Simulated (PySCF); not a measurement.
1-bromo-1,2,2-trichloroethene (C2BrCl3), SMILES ClC(Cl)=C(Cl)Br. The structure is a stationary point at PBE-D3(BJ)/def2-SVP.

Computed equilibrium geometry at PBE-D3(BJ)/def2-SVP (PySCF confirms it by a frequency run) as a Z-matrix, and its point group:
point group Cs.
```
C
C 1 1.3641
Cl 1 1.7228 2 121.81
Cl 2 1.7246 1 122.66 3 180.00
Cl 2 1.7271 1 121.61 3 0.00
Br 1 1.8858 2 122.01 4 0.00
```
Charge 0, spin multiplicity 1.
